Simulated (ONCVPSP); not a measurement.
Plane-wave convergence, ONCV potential for Nd

neodymium, optimised norm-conserving Vanderbilt (ONCV), made with ONCVPSP 4.0.1 (PBE, fully relativistic). Core [Kr] 4d10, reference 4f3 5s2 5p6 (charge +3). Waves: 5s: rc 2.15 bohr, ncon 5, nbas 8, qcut 5.8 1/bohr, 2 projectors, debl 1.5 Ha; 5p: rc 1.55 bohr, ncon 4, nbas 7, qcut 4.3 1/bohr, 2 projectors, debl 1.4 Ha; d scattering state at 0.08 Ha: rc 1.80 bohr, ncon 4, nbas 7, qcut 5.6 1/bohr, 2 projectors, debl 1.9 Ha; 4f: rc 1.10 bohr, ncon 4, nbas 9, qcut 15.9 1/bohr, 2 projectors, debl 0.8 Ha. Local part: polynomial inside 0.95 bohr (lpopt 5, dvloc0 2 Ha). Core correction: Teter function, fcfact 4.5, rcfact 1.5.

Open shells are filled in proportion to 2j + 1.

In the s channel the program set the typed energies aside and used -2.476, 0.050 Ha. In the p channel the program set the typed energies aside and used -1.727, 0.250 Ha (j = l + 1/2; the other j can differ). In the d channel the program set the typed energies aside and used 0.050, 1.950 Ha (j = l + 1/2; the other j can differ). In the f channel the program set the typed energies aside and used -1.123, 0.250 Ha (j = l + 1/2; the other j can differ).

**Question.** For each optimised wave give the share of its norm inside rc, the residual kinetic energy above qcut (Ha) and the cutoffs (Ha) for errors of 10, 1, 0.1 and 0.01 mHa per electron.

**Answer.**

```json
{"wave": "5s", "norm inside rc": "0.927", "residual KE": "4.4e-05", "10 mHa": "10.6", "1 mHa": "13.4", "0.1 mHa": "16.2", "0.01 mHa": "32.6"}
{"wave": "s projector 2", "norm inside rc": "0.071", "residual KE": "3.1e-05", "10 mHa": "9.3", "1 mHa": "12.9", "0.1 mHa": "15.6", "0.01 mHa": "22.8"}
{"wave": "5p j=3/2", "norm inside rc": "0.447", "residual KE": "1.7e-02", "10 mHa": "11.2", "1 mHa": "46.8", "0.1 mHa": "58.8", "0.01 mHa": "67.7"}
{"wave": "p projector 2 j=3/2", "norm inside rc": "0.047", "residual KE": "6.1e-03", "10 mHa": "6.0", "1 mHa": "24.0", "0.1 mHa": "75.8", "0.01 mHa": "89.0"}
{"wave": "5p j=1/2", "norm inside rc": "0.506", "residual KE": "2.0e-02", "10 mHa": "12.2", "1 mHa": "50.5", "0.1 mHa": "61.1", "0.01 mHa": "80.2"}
{"wave": "p projector 2 j=1/2", "norm inside rc": "0.048", "residual KE": "6.3e-03", "10 mHa": "5.7", "1 mHa": "21.8", "0.1 mHa": "68.4", "0.01 mHa": "86.6"}
{"wave": "d projector 1 j=5/2", "norm inside rc": "0.108", "residual KE": "5.2e-05", "10 mHa": "5.4", "1 mHa": "7.3", "0.1 mHa": "14.1", "0.01 mHa": "31.4"}
{"wave": "d projector 2 j=5/2", "norm inside rc": "0.065", "residual KE": "2.3e-04", "10 mHa": "7.1", "1 mHa": "9.4", "0.1 mHa": "44.2", "0.01 mHa": "71.8"}
{"wave": "d projector 1 j=3/2", "norm inside rc": "0.381", "residual KE": "1.6e-05", "10 mHa": "5.7", "1 mHa": "7.4", "0.1 mHa": "11.3", "0.01 mHa": "17.3"}
{"wave": "d projector 2 j=3/2", "norm inside rc": "0.065", "residual KE": "7.5e-04", "10 mHa": "7.3", "1 mHa": "9.8", "0.1 mHa": "64.7", "0.01 mHa": "75.5"}
{"wave": "4f j=7/2", "norm inside rc": "0.681", "residual KE": "3.7e-06", "10 mHa": "89.6", "1 mHa": "103.1", "0.1 mHa": "113.5", "0.01 mHa": "122.6"}
{"wave": "f projector 2 j=7/2", "norm inside rc": "0.062", "residual KE": "1.4e-06", "10 mHa": "78.5", "1 mHa": "95.8", "0.1 mHa": "109.0", "0.01 mHa": "119.0"}
{"wave": "4f j=5/2", "norm inside rc": "0.687", "residual KE": "3.9e-06", "10 mHa": "89.8", "1 mHa": "103.3", "0.1 mHa": "113.7", "0.01 mHa": "122.8"}
{"wave": "f projector 2 j=5/2", "norm inside rc": "0.062", "residual KE": "1.5e-06", "10 mHa": "78.7", "1 mHa": "96.0", "0.1 mHa": "109.1", "0.01 mHa": "119.2"}
```

The occupied waves need 103 Ha and 114 Ha for 1 and 0.1 mHa. Note: ghosts flagged at negative energy: s at -291.3 eV; GHOST(+) flagged for p3/2 at 15.7 eV, p1/2 at 42.9 eV, d3/2 at 143.4 eV, d5/2 at 152.3 eV. A true bound ghost makes a file unfit for plane-wave use. 3 of 4 tests not solved or not reliable.
